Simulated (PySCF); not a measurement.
A run for PySCF: R-HF/3-21G on GeH4Se2 (SMILES [GeH3][Se][SeH]), a point of a torsion scan.

```python
from pyscf import gto, scf, dft, mp
from pyscf.data.elements import chemcore

mol = gto.M(
    atom='''
    Ge    1.02895100   -0.08562132    0.05257451
    Se   -0.50384905    1.63241024   -0.40459467
    Se   -2.47210833    0.52034156    0.13070498
    H     0.80141763   -1.26439948   -0.85002924
    H     2.39886262    0.46943225   -0.18866193
    H     0.90809108   -0.55354016    1.47448106
    H    -2.87288214    1.44233952    1.17863599
    ''',
    basis='3-21g',
    charge=0, spin=0, verbose=3, max_memory=1800)
mf = scf.RHF(mol)
mf.conv_tol = 1e-8
mf.max_cycle = 100
mf.kernel()
if not mf.converged:
    mf = mf.newton().run(mf.mo_coeff, mf.mo_occ)
```

Program output:

```
converged SCF energy = -6844.59421400991
```

The run converged.

Cost: about 0.8 core-seconds (a rough figure).
